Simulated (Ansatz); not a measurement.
Be₉O₉. Charge 0, multiplicity 3. Geometry r2SCAN-D4/def2-SVP, that of the neutral singlet; atoms count from 1.

```tsv
atom	x (Å)	y (Å)	z (Å)
Be1	2.7885	-1.2583	-2.5969
Be2	1.5848	1.0172	-3.5328
Be3	-0.3526	2.8180	-2.8134
Be4	-2.3330	0.1218	3.2575
Be5	-2.1256	3.3034	-0.7807
Be6	-2.9107	2.2381	1.6173
Be7	1.3226	-3.2520	1.9160
Be8	-0.6600	-2.0447	3.3739
Be9	2.6861	-2.9435	-0.4408
O10	-1.3681	3.3837	-1.9867
O11	-2.9000	1.3038	2.6952
O12	3.0284	-2.3237	-1.6792
O13	0.6794	2.1192	-3.5072
O14	-1.6551	-1.0651	3.6655
O15	0.3663	-2.9269	2.9232
O16	2.2162	-3.4238	0.8175
O17	2.4164	-0.1331	-3.3909
O18	-2.7835	3.0659	0.4625
```

At PBE0-D4/def2-TZVP a singlet of charge 0 lies 6.47 eV below the triplet at the same geometry. The structure comes from a short search, and lower isomers may exist.

(1) Estimate the Mulliken populations from the PBE0/def2-TZVP orbitals of Ansatz.

(2) Where does the spin sit?

(3) And the Mayer bond orders between heavy atoms (over 0.3)?

Answers

(1) 
```json
{"atom": "Be1", "charge (e)": "0.08", "spin (α − β)": "0.00"}
{"atom": "Be2", "charge (e)": "0.08", "spin (α − β)": "0.00"}
{"atom": "Be3", "charge (e)": "0.09", "spin (α − β)": "0.01"}
{"atom": "Be4", "charge (e)": "-0.15", "spin (α − β)": "0.33"}
{"atom": "Be5", "charge (e)": "0.07", "spin (α − β)": "0.06"}
{"atom": "Be6", "charge (e)": "-0.21", "spin (α − β)": "0.40"}
{"atom": "Be7", "charge (e)": "0.09", "spin (α − β)": "0.01"}
{"atom": "Be8", "charge (e)": "0.08", "spin (α − β)": "0.04"}
{"atom": "Be9", "charge (e)": "0.08", "spin (α − β)": "0.00"}
{"atom": "O10", "charge (e)": "-0.04", "spin (α − β)": "0.09"}
{"atom": "O11", "charge (e)": "0.11", "spin (α − β)": "0.43"}
{"atom": "O12", "charge (e)": "-0.08", "spin (α − β)": "0.00"}
{"atom": "O13", "charge (e)": "-0.07", "spin (α − β)": "0.02"}
{"atom": "O14", "charge (e)": "0.02", "spin (α − β)": "0.23"}
{"atom": "O15", "charge (e)": "-0.05", "spin (α − β)": "0.07"}
{"atom": "O16", "charge (e)": "-0.07", "spin (α − β)": "0.02"}
{"atom": "O17", "charge (e)": "-0.08", "spin (α − β)": "0.00"}
{"atom": "O18", "charge (e)": "0.04", "spin (α − β)": "0.28"}
```
Mulliken values depend strongly on the basis.

(2) Summed by element: Be 0.86, O 1.14, of 2 unpaired in all. Largest on single atoms: O11 0.43, Be6 0.40, Be4 0.33.

(3) Be1–O12 1.33 (1.43 Å); Be1–O17 1.33 (1.43 Å); Be2–O13 1.32 (1.43 Å); Be2–O17 1.34 (1.43 Å); Be3–O10 1.28 (1.43 Å); Be3–O13 1.35 (1.43 Å); Be4–Be6 0.39 (2.74 Å); Be4–O11 1.18 (1.43 Å); Be4–O14 1.29 (1.43 Å); Be5–O10 1.34 (1.43 Å); Be5–O18 1.22 (1.43 Å); Be6–O11 1.18 (1.43 Å); Be6–O18 1.26 (1.43 Å); Be7–O15 1.29 (1.43 Å); Be7–O16 1.35 (1.43 Å); Be8–O14 1.24 (1.43 Å); Be8–O15 1.34 (1.43 Å); Be9–O12 1.34 (1.43 Å); Be9–O16 1.32 (1.43 Å).
